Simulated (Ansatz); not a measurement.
Reaction (SMILES): NB(N)Br -> [NH]B(N)Br + H atom (the H-N bond at the site shown breaks; other sites are not compared here)
Geometries: B3LYP-D3(BJ)/def2-TZVP minima from Ansatz (a first-principles code), one conformer each, not searched for the lowest. Frequencies are from Ansatz.

Property: bond dissociation energy (enthalpy at 298 K, with B3LYP-D3(BJ) rigid-rotor harmonic-oscillator terms), in kcal/mol. Cores are frozen in the correlated levels unless marked. UHF or UKS for open shells. Spin-orbit coupling is left out. The frozen core is the preceding noble-gas configuration, with the filled d and f shells of earlier blocks. No relativistic terms. Basis-set limits of correlation are two-point, X^-3; Hartree-Fock from the larger set.

```json
[
 {"level": "HF/aug-cc-pVQZ", "program": "Ansatz", "bond dissociation energy (kcal/mol)": "84.5"},
 {"level": "PBE/def2-TZVPD", "program": "Ansatz", "bond dissociation energy (kcal/mol)": "108.5"},
 {"level": "r2SCAN-D3(BJ)/def2-TZVPD", "program": "Ansatz + dftd3", "bond dissociation energy (kcal/mol)": "107.9"},
 {"level": "B3LYP-D4/def2-TZVPD", "program": "Ansatz + dftd4", "bond dissociation energy (kcal/mol)": "110.4"},
 {"level": "MP2/aug-cc-pVTZ", "program": "Ansatz", "bond dissociation energy (kcal/mol)": "116.1"},
 {"level": "CCSD/6-31G", "program": "Ansatz", "bond dissociation energy (kcal/mol)": "104.3"},
 {"level": "CCSD(T)/CBS(aug-cc-pVTZ,aug-cc-pVQZ)", "program": "Ansatz", "bond dissociation energy (kcal/mol)": "114.8"}
]
```
